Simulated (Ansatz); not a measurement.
All values below come from frozen-core CCSD(T)/cc-pVDZ // PBE-D3(BJ)/def2-SVP in Ansatz (a first-principles code). The restricted HF reference is unstable towards unrestricted orbitals.

Ansatz 0.2 input:
```yaml
crystal:
  periodic: [false, false, false]
  atoms:
    - { symbol: Si, position_ang: [3.608523, -0.610351, 0.024935] }
    - { symbol: C, position_ang: [1.813033, 0.008827, -0.081694] }
    - { symbol: C, position_ang: [1.459876, 1.341518, -0.463506] }
    - { symbol: C, position_ang: [0.122666, 1.699911, -0.512161] }
    - { symbol: C, position_ang: [-0.872506, 0.738149, -0.182186] }
    - { symbol: C, position_ang: [-2.270002, 1.015022, -0.203829] }
    - { symbol: C, position_ang: [-3.186024, 0.028777, 0.130354] }
    - { symbol: C, position_ang: [-2.741921, -1.272118, 0.498635] }
    - { symbol: C, position_ang: [-1.389129, -1.572579, 0.529449] }
    - { symbol: C, position_ang: [-0.420096, -0.581477, 0.191562] }
    - { symbol: N, position_ang: [0.902666, -0.915113, 0.233605] }
    - { symbol: H, position_ang: [3.91079, -1.067971, 1.424153] }
    - { symbol: H, position_ang: [3.810674, -1.761938, -0.919347] }
    - { symbol: H, position_ang: [4.558316, 0.500108, -0.344617] }
    - { symbol: H, position_ang: [2.24836, 2.067122, -0.714656] }
    - { symbol: H, position_ang: [-0.184666, 2.71758, -0.802882] }
    - { symbol: H, position_ang: [-2.608473, 2.023508, -0.48995] }
    - { symbol: H, position_ang: [-4.264066, 0.249392, 0.11138] }
    - { symbol: H, position_ang: [-3.482778, -2.042739, 0.760941] }
    - { symbol: H, position_ang: [-1.015561, -2.567994, 0.810113] }
basis:
  gaussian: { orbitals: cc-pVDZ }
correlation:
  method: ccsd_t
```

Output:

```
Functional definition: HF
1896 factors; integrals over basis functions are off by at most 9.8e-4 eV
mean field evaluation 1: about -18755.6593 eV, gradient 3.8e1 eV
mean field evaluation 2: about -18756.1839 eV, gradient 3.8e1 eV
mean field evaluation 4: about -18761.1265 eV, gradient 6.5e0 eV
mean field evaluation 8: about -18761.2473 eV, gradient 3.6e-1 eV
mean field evaluation 16: about -18755.6581 eV, gradient 3.8e1 eV
mean field -18761.24875259 eV, -689.4631748265 hartree, gradient 2.6e-6 eV, S^2 0.000000; 0 other end points of the search recorded, 0 dependent functions left out; unrestricted orbitals would lower it
15 core orbitals not correlated
reference -18761.24875259 eV, -689.4631748265 hartree; 27, 27 occupied and 161, 161 virtual orbitals, 1896 factors
second order -38.89781832 eV of doubles, -0.00000000 eV of singles
cycle   1  -38.97650360 eV  change   -7.9e-2 eV  update   1.7e-1
cycle   2  -40.22960836 eV  change    -1.3e0 eV  update   5.6e-2
cycle   3  -40.52511070 eV  change   -3.0e-1 eV  update   2.5e-2
cycle   4  -40.52759634 eV  change   -2.5e-3 eV  update   7.7e-3
cycle   5  -40.52988385 eV  change   -2.3e-3 eV  update   3.8e-3
cycle   6  -40.53165786 eV  change   -1.8e-3 eV  update   1.1e-3
cycle   7  -40.53128281 eV  change    3.8e-4 eV  update   5.6e-4
cycle   8  -40.53120562 eV  change    7.7e-5 eV  update   2.1e-4
cycle   9  -40.53127836 eV  change   -7.3e-5 eV  update   1.0e-4
cycle  10  -40.53125091 eV  change    2.7e-5 eV  update   3.7e-5
perturbative correction -1.91573070 eV, -0.0704018045 hartree
Total energy: -18803.69573419 eV, -691.0230726289 hartree
```

Cost: very roughly 6 core-minutes.
